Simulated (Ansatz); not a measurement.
Reaction (formal exchange of groups at the Si–N bond): `O[SiH2]N[SiH](O)O` + `OBF` → `O[SiH2]B(O)F` + `N[SiH](O)O`

Computed with Ansatz on PBE0-D4/def2-TZVP structures; ΔE is electronic, products minus reactants. CBS: MP2 limit from def2 TZ/QZ plus the TZ coupled-cluster correction, frozen cores. This one scheme is used for every species. Each species was taken in one conformer, which may not be the lowest.

`O[SiH2]N[SiH](O)O`:

Cartesian coordinates in Å:
```
O 1.423 -0.739 1.417
Si 0.483 0.626 1.515
N -0.757 0.477 0.348
Si -0.583 0.021 -1.300
O -1.843 -0.995 -1.574
O 0.908 -0.617 -1.490
H 2.324 -0.659 1.738
H 1.381 1.787 1.278
H -0.162 0.757 2.847
H -1.701 0.474 0.705
H -0.651 1.131 -2.277
H -2.069 -1.172 -2.488
H 1.247 -1.090 -0.721
```

`OBF`:

Z-matrix (Å, degrees):
```
B
O 1 1.344
F 1 1.332 2 120.3
H 1 1.192 2 120.1 3 -180.0
H 2 0.963 1 113.4 3 -0.0
```

`O[SiH2]B(O)F`:

Z-matrix (Å, degrees):
```
Si
B 1 2.035
O 1 1.653 2 110.9
H 1 1.493 2 108.7 3 122.8
H 1 1.484 2 111.6 3 -118.5
F 2 1.342 1 119.7 3 -14.3
O 2 1.347 1 121.6 3 166.6
H 3 0.958 1 117.1 2 36.6
H 7 0.965 2 113.7 1 179.0
```

`N[SiH](O)O`:

Cartesian coordinates in Å:
```
N -0.415 -0.560 1.047
Si 0.432 0.349 -0.134
O -0.603 1.487 -0.700
O 1.008 -0.715 -1.240
H 0.003 -1.394 1.428
H -0.959 -0.083 1.748
H 1.619 1.114 0.292
H -1.495 1.203 -0.904
H 0.409 -1.401 -1.538
```

```csv
species,CCSD(T)/def2-TZVPP energy (Eh)
`O[SiH2]N[SiH](O)O`,-862.62106
`OBF`,-200.97503
`O[SiH2]B(O)F`,-566.40660
`N[SiH](O)O`,-497.14592
```

(1) Work out ΔE.

(2) What do rigid-rotor, harmonic-oscillator terms from PBE0-D4/def2-TZVP frequencies (298.15 K, 1 bar) make of the CCSD(T)/CBS value? (Best estimate.)

Largest T1 diagnostic among the species: 0.013.

Results:

(1) ΔE = (-566.40660) + (-497.14592) − (-862.62106) − (-200.97503) = 0.04357 Eh = +114.4 kJ/mol. CCSD(T)/CBS gives +113.8 kJ/mol.

(2) The calculation gave: ΔZPE = -0.5 kJ/mol, ΔH = +115.1 kJ/mol, ΔS = 22 J/(mol·K), ΔG = +108.6 kJ/mol. Modes under 50 cm⁻¹ make the entropy rough.

From BLYP to BHLYP (50 % exact exchange), in def2-TZVPP and without D4, ΔE moves by +16.7 kJ/mol. Leaving LDA and LC-ωPBE aside and taking each functional with its dispersion term where it has one, the values, not all of them listed here, spread over 23.5 kJ/mol, from PBE-D4 to BHLYP-D4. LDA lies +12.5 kJ/mol from PBE without D4. The D4 term adds +8.0 kJ/mol with B3LYP and +4.5 kJ/mol with PBE0; it sums over pairs of atoms, weighted by their polarisabilities, and B3LYP, whose exchange is more repulsive, gets the larger term.

B3LYP here is the variant with VWN-RPA as its local correlation; programs differ in this.
